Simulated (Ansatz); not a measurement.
Cartesian coordinates in Å:
```
C 0.344 -2.304 0.310
Hf 0.475 -0.049 0.173
F 2.291 0.161 0.812
C -0.414 -0.111 2.557
C -1.527 -0.352 1.717
C -1.767 0.814 0.969
C -0.792 1.776 1.336
C 0.024 1.205 2.334
C 1.312 1.213 -1.847
C -0.084 1.410 -1.812
C -0.706 0.165 -2.060
C 0.308 -0.796 -2.250
C 1.554 -0.150 -2.114
H 0.455 -2.631 1.349
H 1.160 -2.757 -0.265
H -0.591 -2.733 -0.065
H 0.035 -0.823 3.232
H -2.083 -1.275 1.655
H -2.552 0.954 0.242
H -0.713 2.781 0.950
H 0.882 1.672 2.795
H 2.065 1.966 -1.664
H -0.588 2.348 -1.637
H -1.769 -0.019 -2.104
H 0.156 -1.845 -2.451
H 2.524 -0.621 -2.163
```

Total charge 0; spin multiplicity 1. Hf: def2 effective core potential.

(1) List the B3LYP/def2-TZVPP orbital energies in eV (Ansatz 0.2.0). (Estimate.)

Answers

(1) Computed: Occupied: -669.87, -277.28, -277.24, -277.22, -277.20, -277.20, -277.19, -277.18, -277.16, -277.09, -277.07, -275.35, -67.03, -36.02, -35.67, -35.37, -29.57, -24.46, -24.21, -19.77, -19.70, -19.70, -19.59, -17.66, -15.26, -15.20, -15.07, -15.06, -14.83, -14.66, -11.76, -11.28, -11.24, -11.18, -11.17, -10.87, -10.76, -10.74, -10.73, -10.65, -10.64, -10.51, -10.41, -10.07, -9.97, -7.54, -7.14, -7.06, -6.88, -6.66. Lowest empty: -0.88, -0.19, 0.26, 0.30, 0.65, 1.05, 1.24, 1.33.

B3LYP here is the variant with VWN-RPA as its local correlation; programs differ in this.
